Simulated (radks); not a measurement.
Excited configurations of the beryllium ion Be3+: one electron is placed in a higher orbital outside the bare nucleus. The ground configuration is 1s1. Method: Dirac Kohn-Sham, PBE, spin-unpolarised, spherical densities, finite nucleus; open shells fill j = l - 1/2 first; Fermi nuclear charge, rms radius 2.519 fm; computed with a radial shooting solver on a logarithmic mesh with Libxc functionals. Excitation = E - E(ground); binding = E(ion) - E, where the ion is the core of charge +4; n* = 4/sqrt(2 binding) in atomic units, and the quantum defect is n - n*.

outer orbital,excitation (eV),binding (eV),n*,quantum defect,eigenvalue (eV),<r> (bohr)
3d3/2,188.13,23.775,3.026,-0.026,-20.351,2.657
4s1/2,198.07,13.835,3.967,0.033,-12.440,5.924
4d3/2,198.19,13.719,3.983,0.017,-12.091,5.226
4f5/2,198.39,13.513,4.014,-0.014,-11.555,4.524
5f5/2,203.07,8.841,4.962,0.038,-7.779,7.821
6d3/2,205.68,6.231,5.911,0.089,-5.605,12.55
7s1/2,207.30,4.607,6.874,0.126,-4.188,18.04
7d3/2,207.30,4.606,6.875,0.125,-4.166,17.30
7f5/2,207.31,4.600,6.880,0.120,-4.135,16.59

The Delta-SCF ionisation energy is 211.91 eV (NIST Atomic Spectra Database: 217.72 eV, theoretical). Self-interaction in the functional shifts the binding energies and quantum defects, so they are the method's values and not measured ones. Spin polarisation and multiplet splitting are left out, so open shells lie too high by an amount that depends on their filling.

Beside tabulated values, note that spin-unpolarised runs miss the spin-polarisation part of the exchange energy of open shells.
